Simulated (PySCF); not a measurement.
Species: alpha-tetralone, C₁₀H₁₀O.
SMILES with atom numbers: `[O:1]=[C:2]1[CH2:3][CH2:4][CH2:5][c:6]2[cH:7][cH:8][cH:9][cH:10][c:11]21` (hydrogens: H12, H13 on C3; H14, H15 on C4; H16, H17 on C5; H18 on C7; H19 on C8; H20 on C9; H21 on C10)

Structure used (PBE0-D3(BJ)/def2-SVP), in Å, numbered top down from 1:
```xyz
21
C10H10O angstrom
O     -1.077   -2.545    0.791
C     -1.065   -1.370    0.495
C     -2.344   -0.585    0.305
C     -2.190    0.572   -0.671
C     -1.064    1.492   -0.226
C      0.226    0.744   -0.020
C      1.462    1.385   -0.158
C      2.653    0.695    0.045
C      2.634   -0.659    0.390
C      1.417   -1.311    0.526
C      0.214   -0.620    0.327
H     -3.132   -1.295    0.014
H     -2.624   -0.197    1.302
H     -1.965    0.178   -1.677
H     -3.135    1.131   -0.756
H     -1.347    1.979    0.726
H     -0.909    2.309   -0.948
H      1.487    2.442   -0.435
H      3.607    1.215   -0.071
H      3.570   -1.200    0.547
H      1.354   -2.368    0.792
```

Method: PBE0-D3(BJ)/def2-SVP geometry optimisation, gas phase (PySCF 2.14.0).

Masses are those of the commonest isotopes; rigid-rotor values at the optimised geometry. The values belong to one conformer with, in the numbering `[O:1]=[C:2]1[CH2:3][CH2:4][CH2:5][c:6]2[cH:7][cH:8][cH:9][cH:10][c:11]21`, O1–C2–C3–C4 -152°, C2–C3–C4–C5 -56°, C3–C4–C5–C6 54°, C4–C5–C6–C7 153°.

What are A, B and C (MHz)?

Ia = 267.80, Ib = 469.49, Ic = 719.05 u·Å²; 505379 MHz·u·Å²/I gives A = 1887, B = 1076, C = 702.8 MHz.

What kind of rotor is it?

An asymmetric top; Ray's κ = -0.369.

Is it planar, by Δ = Ic − Ia − Ib?

Not planar: Δ = Ic − Ia − Ib = -18.24 u·Å². For a rigid frame Δ = −2 Σ m c², so Σ m c² = 9.12 u·Å² lies off the ab plane: 5.79 from hydrogen and 3.33 from heavier atoms. The atom farthest from that plane is 1.52 Å away.

Give the other two planar moments, Paa and Pbb, and the rms extents of the mass along the axes.

Paa = Σ m a² = (Ib + Ic − Ia)/2 = 460.37 and Pbb = Σ m b² = (Ia + Ic − Ib)/2 = 258.68 u·Å². With the mass M = 146.07 u, the rms extents √(P/M) along a, b and c are 1.78, 1.33, 0.25 Å.

Which types of transition are allowed, and where do some lines up to J = 3 fall?

The dipole components are |μa| = 0.90 D, |μb| = 3.12 D, |μc| = 0.19 D. The squared components, which scale the intensities, stand as 0.08 : 1.00 : 0.00 (a : b : c). Some lines, for components of 0.1 D or more:

| type | branch | J(Ka,Kc) | MHz | lower level (cm⁻¹) |
| --- | --- | --- | --- | --- |
| a | Q | 1(1,0) ← 1(1,1) | 374 | 0.086 |
| c | Q | 2(1,2) ← 2(0,2) | 539 | 0.175 |
| a | Q | 2(1,1) ← 2(1,2) | 1121 | 0.193 |
| a | Q | 3(1,2) ← 3(1,3) | 2223 | 0.350 |
| b | Q | 3(2,1) ← 3(1,2) | 2417 | 0.424 |
| b | Q | 3(1,2) ← 3(0,3) | 2512 | 0.340 |
| b | Q | 2(2,0) ← 2(1,1) | 2534 | 0.230 |
| b | R | 1(1,1) ← 0(0,0) | 2590 | 0.000 |
| b | R | 2(0,2) ← 1(1,1) | 2646 | 0.086 |
| c | R | 1(1,0) ← 0(0,0) | 2964 | 0.000 |
| a | R | 2(1,2) ← 1(1,1) | 3185 | 0.086 |
| b | R | 3(1,2) ← 2(2,1) | 3391 | 0.311 |
| b | Q | 2(2,1) ← 2(1,2) | 3553 | 0.193 |
| a | R | 2(1,1) ← 1(1,0) | 3932 | 0.099 |
| b | R | 2(1,2) ← 1(0,1) | 3996 | 0.059 |
| b | Q | 3(2,2) ← 3(1,3) | 4170 | 0.350 |
| c | Q | 3(3,1) ← 3(2,1) | 4575 | 0.505 |
| a | R | 3(1,3) ← 2(1,2) | 4720 | 0.193 |
| b | Q | 3(3,1) ← 3(2,2) | 5045 | 0.489 |
| c | R | 2(1,1) ← 1(0,1) | 5117 | 0.059 |
| b | R | 3(1,3) ← 2(0,2) | 5260 | 0.175 |
| a | R | 3(2,2) ← 2(2,1) | 5338 | 0.311 |
| a | R | 3(1,2) ← 2(1,1) | 5823 | 0.230 |
| b | R | 2(2,1) ← 1(1,0) | 6364 | 0.099 |
| c | R | 2(2,0) ← 1(1,0) | 6467 | 0.099 |
| c | R | 2(2,1) ← 1(1,1) | 6738 | 0.086 |
| b | R | 3(2,2) ← 2(1,1) | 7770 | 0.230 |
| b | R | 3(2,1) ← 2(1,2) | 9360 | 0.193 |

Estimate the classical rotational partition function at 10 K, 100 K and 298.15 K.

Point group C1, symmetry number σ = 1; q = (√π/σ)·√((kT/h)³/(ABC)), k/h = 20836.6 MHz/K: 4460 at 10 K, 141000 at 100 K, 726000 at 298.15 K.

No frequency check. Constants of a rigid frame at the computed geometry: no zero-point averaging, no centrifugal distortion.

Time: 2.3 min of wall time. Hardware: Arm Neoverse V1, one thread, on a shared host. This is the geometry optimisation.
